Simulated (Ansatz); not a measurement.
`C[O][AlH][S][SiH3]`, charge 0, multiplicity 1.

Question: Give a relaxed structure at PBE0-D4/def2-TZVP (the Gaussian-basis code of Ansatz). (Estimate.)

Answer: Ansatz gave: 
Z-matrix (Å, degrees):
```
C
O 1 1.391
H 1 1.095 2 110.9
H 1 1.094 2 109.6 3 -119.2
H 1 1.095 2 112.0 3 120.8
Al 2 1.666 1 150.9 3 -82.8
S 6 2.185 2 124.1 1 2.6
H 6 1.569 2 118.2 1 -177.4
Si 7 2.134 6 101.3 2 3.8
H 9 1.483 7 106.8 6 172.0
H 9 1.486 7 111.6 6 -68.9
H 9 1.485 7 111.6 6 52.7
```
This is one stationary point; other conformers may exist.
